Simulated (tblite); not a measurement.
Compound: C5H3F2N2 (charge -1).
SMILES with atom numbers: `[N:1]#[C:2][C-:3]([C:4]#[N:5])[CH2:6][CH:7]([F:8])[F:9]` (hydrogens: H10, H11 on C6; H12 on C7)
Bond orders are those of one Lewis drawing.

Computed with GFN2-xTB (tblite), gas phase: Langevin dynamics at 600 K from the optimised GFN2-xTB geometry, time step 0.5 fs, friction 0.01 fs⁻¹, 2000 steps. The instantaneous temperature is 2·E(kin)/(3Nk) with all 3N coordinates.

```json
{"t (fs)": "0", "T (K)": "523", "E(pot) above start (eV)": "0.000", "N1≡C2 (Å)": "1.164", "C2–C3 (Å)": "1.373", "C3–C4 (Å)": "1.373", "C4≡N5 (Å)": "1.164", "C3–C6 (Å)": "1.505", "C6–H10 (Å)": "1.097", "C2–C3–C6–C7 (°)": "91"}
{"t (fs)": "50", "T (K)": "426", "E(pot) above start (eV)": "0.610", "N1≡C2 (Å)": "1.192", "C2–C3 (Å)": "1.380", "C3–C4 (Å)": "1.392", "C4≡N5 (Å)": "1.142", "C3–C6 (Å)": "1.479", "C6–H10 (Å)": "1.095", "C2–C3–C6–C7 (°)": "98"}
{"t (fs)": "100", "T (K)": "515", "E(pot) above start (eV)": "0.623", "N1≡C2 (Å)": "1.170", "C2–C3 (Å)": "1.427", "C3–C4 (Å)": "1.396", "C4≡N5 (Å)": "1.170", "C3–C6 (Å)": "1.586", "C6–H10 (Å)": "1.098", "C2–C3–C6–C7 (°)": "80"}
{"t (fs)": "150", "T (K)": "701", "E(pot) above start (eV)": "0.446", "N1≡C2 (Å)": "1.199", "C2–C3 (Å)": "1.407", "C3–C4 (Å)": "1.425", "C4≡N5 (Å)": "1.158", "C3–C6 (Å)": "1.503", "C6–H10 (Å)": "1.099", "C2–C3–C6–C7 (°)": "84"}
{"t (fs)": "200", "T (K)": "599", "E(pot) above start (eV)": "0.624", "N1≡C2 (Å)": "1.151", "C2–C3 (Å)": "1.368", "C3–C4 (Å)": "1.385", "C4≡N5 (Å)": "1.169", "C3–C6 (Å)": "1.503", "C6–H10 (Å)": "1.112", "C2–C3–C6–C7 (°)": "87"}
{"t (fs)": "250", "T (K)": "573", "E(pot) above start (eV)": "0.636", "N1≡C2 (Å)": "1.161", "C2–C3 (Å)": "1.388", "C3–C4 (Å)": "1.388", "C4≡N5 (Å)": "1.179", "C3–C6 (Å)": "1.581", "C6–H10 (Å)": "1.113", "C2–C3–C6–C7 (°)": "67"}
{"t (fs)": "300", "T (K)": "735", "E(pot) above start (eV)": "0.744", "N1≡C2 (Å)": "1.149", "C2–C3 (Å)": "1.394", "C3–C4 (Å)": "1.373", "C4≡N5 (Å)": "1.161", "C3–C6 (Å)": "1.550", "C6–H10 (Å)": "1.096", "C2–C3–C6–C7 (°)": "87"}
{"t (fs)": "350", "T (K)": "536", "E(pot) above start (eV)": "0.671", "N1≡C2 (Å)": "1.196", "C2–C3 (Å)": "1.348", "C3–C4 (Å)": "1.380", "C4≡N5 (Å)": "1.171", "C3–C6 (Å)": "1.510", "C6–H10 (Å)": "1.086", "C2–C3–C6–C7 (°)": "88"}
{"t (fs)": "400", "T (K)": "612", "E(pot) above start (eV)": "0.841", "N1≡C2 (Å)": "1.125", "C2–C3 (Å)": "1.361", "C3–C4 (Å)": "1.416", "C4≡N5 (Å)": "1.171", "C3–C6 (Å)": "1.548", "C6–H10 (Å)": "1.091", "C2–C3–C6–C7 (°)": "61"}
{"t (fs)": "450", "T (K)": "1078", "E(pot) above start (eV)": "0.827", "N1≡C2 (Å)": "1.203", "C2–C3 (Å)": "1.325", "C3–C4 (Å)": "1.432", "C4≡N5 (Å)": "1.180", "C3–C6 (Å)": "1.466", "C6–H10 (Å)": "1.083", "C2–C3–C6–C7 (°)": "111"}
{"t (fs)": "500", "T (K)": "634", "E(pot) above start (eV)": "1.137", "N1≡C2 (Å)": "1.122", "C2–C3 (Å)": "1.391", "C3–C4 (Å)": "1.402", "C4≡N5 (Å)": "1.168", "C3–C6 (Å)": "1.500", "C6–H10 (Å)": "1.170", "C2–C3–C6–C7 (°)": "123"}
{"t (fs)": "550", "T (K)": "746", "E(pot) above start (eV)": "0.822", "N1≡C2 (Å)": "1.198", "C2–C3 (Å)": "1.322", "C3–C4 (Å)": "1.425", "C4≡N5 (Å)": "1.174", "C3–C6 (Å)": "1.489", "C6–H10 (Å)": "1.108", "C2–C3–C6–C7 (°)": "104"}
{"t (fs)": "600", "T (K)": "646", "E(pot) above start (eV)": "0.831", "N1≡C2 (Å)": "1.145", "C2–C3 (Å)": "1.367", "C3–C4 (Å)": "1.441", "C4≡N5 (Å)": "1.183", "C3–C6 (Å)": "1.468", "C6–H10 (Å)": "1.118", "C2–C3–C6–C7 (°)": "116"}
{"t (fs)": "650", "T (K)": "526", "E(pot) above start (eV)": "0.673", "N1≡C2 (Å)": "1.172", "C2–C3 (Å)": "1.379", "C3–C4 (Å)": "1.418", "C4≡N5 (Å)": "1.160", "C3–C6 (Å)": "1.484", "C6–H10 (Å)": "1.120", "C2–C3–C6–C7 (°)": "123"}
{"t (fs)": "700", "T (K)": "718", "E(pot) above start (eV)": "0.817", "N1≡C2 (Å)": "1.170", "C2–C3 (Å)": "1.400", "C3–C4 (Å)": "1.408", "C4≡N5 (Å)": "1.165", "C3–C6 (Å)": "1.547", "C6–H10 (Å)": "1.107", "C2–C3–C6–C7 (°)": "99"}
{"t (fs)": "750", "T (K)": "615", "E(pot) above start (eV)": "0.920", "N1≡C2 (Å)": "1.196", "C2–C3 (Å)": "1.351", "C3–C4 (Å)": "1.374", "C4≡N5 (Å)": "1.160", "C3–C6 (Å)": "1.488", "C6–H10 (Å)": "1.150", "C2–C3–C6–C7 (°)": "110"}
{"t (fs)": "800", "T (K)": "535", "E(pot) above start (eV)": "0.576", "N1≡C2 (Å)": "1.153", "C2–C3 (Å)": "1.400", "C3–C4 (Å)": "1.395", "C4≡N5 (Å)": "1.181", "C3–C6 (Å)": "1.456", "C6–H10 (Å)": "1.029", "C2–C3–C6–C7 (°)": "107"}
{"t (fs)": "850", "T (K)": "436", "E(pot) above start (eV)": "0.862", "N1≡C2 (Å)": "1.196", "C2–C3 (Å)": "1.402", "C3–C4 (Å)": "1.397", "C4≡N5 (Å)": "1.158", "C3–C6 (Å)": "1.509", "C6–H10 (Å)": "1.119", "C2–C3–C6–C7 (°)": "80"}
{"t (fs)": "900", "T (K)": "559", "E(pot) above start (eV)": "0.745", "N1≡C2 (Å)": "1.128", "C2–C3 (Å)": "1.373", "C3–C4 (Å)": "1.383", "C4≡N5 (Å)": "1.182", "C3–C6 (Å)": "1.577", "C6–H10 (Å)": "1.196", "C2–C3–C6–C7 (°)": "87"}
{"t (fs)": "950", "T (K)": "760", "E(pot) above start (eV)": "0.497", "N1≡C2 (Å)": "1.177", "C2–C3 (Å)": "1.376", "C3–C4 (Å)": "1.385", "C4≡N5 (Å)": "1.176", "C3–C6 (Å)": "1.501", "C6–H10 (Å)": "1.013", "C2–C3–C6–C7 (°)": "75"}
{"t (fs)": "1000", "T (K)": "674", "E(pot) above start (eV)": "0.590", "N1≡C2 (Å)": "1.176", "C2–C3 (Å)": "1.375", "C3–C4 (Å)": "1.391", "C4≡N5 (Å)": "1.168", "C3–C6 (Å)": "1.434", "C6–H10 (Å)": "1.133", "C2–C3–C6–C7 (°)": "92"}
```

**Question.** From 500 fs on, how do temperature and potential energy compare with equipartition?

**Answer.** The mean temperature of these 11 frames is 623 K against the target 600 K, and the mean potential energy 0.77 eV against 30 × kT/2 = 0.78 eV for 30 classical harmonic modes. For 12 atoms in a canonical ensemble the temperature itself scatters by T·√(2/(3N)) = 141 K; here its standard deviation is 97 K. The whole run lasts only 10 friction times of 100 fs, so these averages carry a wide statistical error.

**Question.** What are the kinetic and total energies of the listed frame with the highest potential energy?

**Answer.** The one at 500 fs, 1.137 eV above the start. Its kinetic energy is 3NkT/2 = 0.983 eV at 634 K, so the sum is 2.12 eV; over the listed frames the sum runs from 0.81 to 2.50 eV, since the thermostat adds and removes energy.

**Question.** How much do the listed bonds fluctuate from 500 fs on?

**Answer.** 
```tsv
bond	at the start (Å)	mean (Å)	standard deviation (Å)
N1≡C2	1.164	1.167	0.025
C2–C3	1.373	1.376	0.023
C3–C4	1.373	1.402	0.019
C4≡N5	1.164	1.170	0.009
C3–C6	1.505	1.496	0.038
C6–H10	1.097	1.115	0.051
```

The motion is classical and holds no zero-point motion.

What follows is the cost of the whole dynamics run. Hardware: Intel Xeon at 2.60 GHz, one thread, shared host with 96 logical CPUs at a one-minute load of 9.7. Cost: 12 s, 0.18 GiB resident at most.
